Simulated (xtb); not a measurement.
BeBrI, SMILES [Br][Be][I]. All values are semi-empirical tight-binding results from xtb (GFN2-xTB unless named), good for trends rather than for accurate numbers. Geometry optimised at GFN2-xTB.

Optimised geometry:

Bond lengths (Å): Be1–Br2 1.948, Be1–I3 2.200. Bond angles (°): Br2–Be1–I3 180.0.
Charge 0, spin multiplicity 1.

For metal compounds this method's bond lengths and energies can be far off.

```
Quantity                                       Result
-------------------------------------  --------------
point group as xtb finds it                       C∞v
orbital gap                                   5.86 eV
zero-point energy                        2.2 kcal/mol
G − E(el) at 298.15 K (modified RRHO)  -15.3 kcal/mol
```

Give the atomic charges and the Wiberg bond orders between heavy atoms. (The exact figures need the calculation; the answer reports its results.)

charges (e) Be1 0.60, Br2 -0.35, I3 -0.25. Bond orders Be1–Br2 1.09, Be1–I3 1.18.
